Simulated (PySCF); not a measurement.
SMILES Cl[C](F)Cl (CCl2F), doublet at its PBE0/def2-SVP optimised geometry (Å):

```
4

F      1.0004    -0.2119     0.0000
C     -0.3143    -0.2119     0.0000
Cl    -1.0001    -1.3653    -1.0760
Cl    -1.0004     1.3653     0.0000
```

Computed with unrestricted PBE0/def2-TZVP in PySCF.

Map of the spin density (e/bohr³), clipped to [-0.05, 0.10] on the plane z = 0.6 Å:

```
|                           |
|                           |
|                           |
|                           |
|                           |
|                           |
|                           |
|         .                 |
|        ...                |
|        ..                 |
|                           |
|                           |
|          .::.             |
|         .-**-             |
|         :+@@+.  .         |
|         :=%%=.            |
|         .:==:             |
|          ....             |
|                           |
|                           |
|                           |
|                           |
|                           |
|                           |
|                           |
|                           |
|                           |
```
Scale: ten equal steps from -0.001 (start of ' ') to 0.100 (end of '@'), in the order ' .:-=+*#%@'; x runs from -3.50 to 3.50, y from -3.50 (bottom) to 3.50 (top).
